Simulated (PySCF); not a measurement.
# How methods differ on the ionisation energy of Zn²⁺

Zn²⁺ [Ar] 3d10 (1S) → Zn³⁺ [Ar] 3d9 (2D), as a difference of total energies. Calculation: PySCF 2.14, in aug-cc-pVTZ-DK (8s7p5d3f2g, 93 functions); scalar relativity by spin-free X2C-1e. Correlated levels: valence: [Ar] frozen. The calculations carry no spin-orbit coupling.

```json
{"method": "UHF", "ionisation energy (eV)": "36.968"}
{"method": "LDA", "ionisation energy (eV)": "40.788"}
{"method": "PBE", "ionisation energy (eV)": "40.126"}
{"method": "PBE0", "ionisation energy (eV)": "39.636"}
{"method": "r2SCAN", "ionisation energy (eV)": "39.655"}
{"method": "revPBE", "ionisation energy (eV)": "39.972"}
{"method": "M06", "ionisation energy (eV)": "39.989"}
{"method": "B2PLYP", "ionisation energy (eV)": "39.734"}
{"method": "MN15", "ionisation energy (eV)": "40.229"}
{"method": "MP2 (valence)", "ionisation energy (eV)": "40.029"}
{"method": "SCS-MP2 (valence)", "ionisation energy (eV)": "39.670"}
```

How much does correlation contribute at MP2 (valence)?

40.029 − (36.968) = 3.061 eV, measured against UHF.

A first-order spin-orbit estimate (lowest level to lowest level, LS coupling) adds -0.139 eV.

Errors of the correlated levels include the incompleteness of this basis and the frozen core.

For comparison: 39.723 eV (measured; NIST Atomic Spectra Database, ionization energies).
